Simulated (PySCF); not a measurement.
These are PBE0-D4/def2-TZVP // PBE0-D4/def2-SVP run with PySCF values and carry that method's errors. All species are isolated molecules in the gas phase. One relaxed conformer stands for a flexible species; it need not be the lowest. Delta-SCF ions had no search for a lower state. Excitations are Tamm–Dancoff values on a coarser integration grid. The basis has no diffuse functions, so Rydberg states are missing or too high.

Reference species (SMILES): `[OH][Sn]([OH])([OH])[OH]` (neutral, multiplicity 1).

```yaml
vertical ionisation energy (Delta-SCF): 11.20 eV
brightest of the four lowest singlets (TDA): 6.07 eV
```

Changed species: `C[O][Sn]([O]C)([O]C)[O]C` (4 of 4 OH replaced by OCH3; the reference has 0 of 4 OH replaced by OCH3).

### Question
Give the shifts of the vertical ionisation energy (Delta-SCF) and brightest of the four lowest singlets (TDA).

### Answer
the vertical ionisation energy (Delta-SCF) falls by 1.62 eV, to 9.58 eV; the brightest of the four lowest singlets (TDA) falls by 0.99 eV, to 5.08 eV.
